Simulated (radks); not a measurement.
These are the eigenvalues of the occupied orbitals of an atom or ion with whole-number occupations (Ry). All-electron calculation, Dirac Kohn-Sham, LDA (Slater exchange, Perdew-Zunger correlation), spin-unpolarised, spherical densities, point nucleus. Program: a radial shooting solver on a logarithmic mesh with Libxc functionals.

| orbital | eigenvalue |
|---|---|
| 1s1/2 | -603.6521 |
| 2s1/2 | -73.42294 |
| 2p1/2 | -64.31539 |
| 2p3/2 | -63.03306 |
| 3s1/2 | -9.57279 |
| 3p1/2 | -6.79996 |
| 3p3/2 | -6.63722 |
| 3d3/2 | -2.12067 |
| 3d5/2 | -2.10253 |

Which element is it, and in what charge state? The configuration may be excited. Open shells, if any, are shared by 2j + 1.

Answer. Z = 28, nickel, charge +2: Ni2+ in [Ar] 3d8. The list shows which subshells hold electrons but not how many an open one holds; the 1s level, -301.83 hartree, gives Z - s = 24.6 by -(Z - s)^2/2, which with screening and relativity narrows Z to a few neighbours, and the depths of the outer levels then fix element, charge and occupations together.
